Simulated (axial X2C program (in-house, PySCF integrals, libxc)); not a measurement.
**Worked dissociation energy of BAs: PBE0, 2c**

All values were computed with an axial X2C code built on PySCF integrals. Two-component (2c) means X2C with spin–orbit coupling and atomic mean-field two-electron Coulomb and Gaunt terms. Basis: As dyall-cv3z [9s9p6d4f1g], B dyall-v3z [7s6p2d1f] (cores contracted in-house); Gaussian nuclei, density fitting, unrestricted open shells. Masses: As 74.922 u, B 11.009 u.

Molecular state: Ω = 2 (⟨Sz⟩ = 1.00, ⟨Lz⟩ = 1.00 at PBE0).

```
E(As) (2M_J = 3) : -2259.771920 hartree
E(B) (2M_J = 1)  : -24.625863 hartree
E(BAs) at Re     : -2284.511051 hartree
ωe               : 819.9 cm⁻¹
ωexe             : 4.93 cm⁻¹
```

Work out De and D0.

De = -2259.771920 + (-24.625863) − (-2284.511051) = 0.11327 hartree = 3.082 eV. The zero-point energy is ωe/2 − ωexe/4 = 409 cm⁻¹ = 0.051 eV, so D0 = 3.032 eV.

The state is a single determinant with fixed occupations, the lowest that a limited PBE0 search found. De is counted from the lowest determinant-based energies of the atoms at the same level, without counterpoise correction. Density functionals use the spin component along the axis (collinear). In 2c an atomic determinant is not the ground J level, so De misses part of the atomic spin–orbit lowering. This holds for PBE0. Other states lie close and PBE0, whose exact exchange favours high spin, may order them wrongly; the determinant shown need not be the ground state. The nearest other 2c determinant of the search, Ω = 1, lies 0.14 eV up at the distance of the search. Without a current term, density functionals place determinants with orbital angular momentum somewhat too high. With several unpaired electrons one determinant need not be a pure state. Open-shell Ω = 0 determinants with evenly filled partner blocks cannot be reached by this program, so the Ω shown need not be the lowest component.

Each atomic determinant is the lowest at this level and need not be a pure J level. Totals compare only within one Hamiltonian and basis.
